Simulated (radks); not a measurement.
Results of a calculation; reference values are marked as such.
Problem. Species: Mo3+. Configuration: [Kr] 4d3. Level of theory: Dirac Kohn-Sham, PBEsol, spin-unpolarised, spherical densities, finite nucleus; open shells fill j = l - 1/2 first; Fermi nuclear charge, rms radius 4.4091 fm (a radial shooting solver on a logarithmic mesh with Libxc functionals). Some entries of the table are withheld. Estimate them.

| orbital | occ. | eigenvalue (eV) | <r^2> (bohr^2) | r(max) (bohr) |
|---|---|---|---|---|
| 1s1/2 | 2 | -19832.65 | 0.001670 | 0.02288 |
| 2s1/2 | 2 | -2828.854 | 0.02782 | 0.1298 |
| 2p1/2 | 2 | -2605.515 | 0.02100 | 0.1010 |
| 2p3/2 | 4 | -2499.063 | 0.02237 | 0.1048 |
| 3s1/2 | 2 | -508.2883 | 0.2109 | 0.3840 |
| 3p1/2 | 2 | (1) | 0.2090 | 0.3711 |
| 3p3/2 | 4 | (2) | 0.2193 | 0.3804 |
| 3d3/2 | 4 | (3) | 0.2055 | 0.3207 |
| 3d5/2 | 6 | (4) | 0.2088 | 0.3235 |
| 4s1/2 | 2 | -96.0855 | 1.362 | 0.9861 |
| 4p1/2 | 2 | -71.6290 | 1.626 | 1.049 |
| 4p3/2 | 4 | -69.0357 | 1.703 | 1.073 |
| 4d3/2 | 3 | -32.9808 | 3.006 | 1.306 |
| 4d5/2 | 0 | -32.6927 | 3.051 | 1.316 |

Solution. 
(1) 3p1/2 eigenvalue (eV): -423.3177
(2) 3p3/2 eigenvalue (eV): -405.7771
(3) 3d3/2 eigenvalue (eV): -255.4412
(4) 3d5/2 eigenvalue (eV): -252.1178
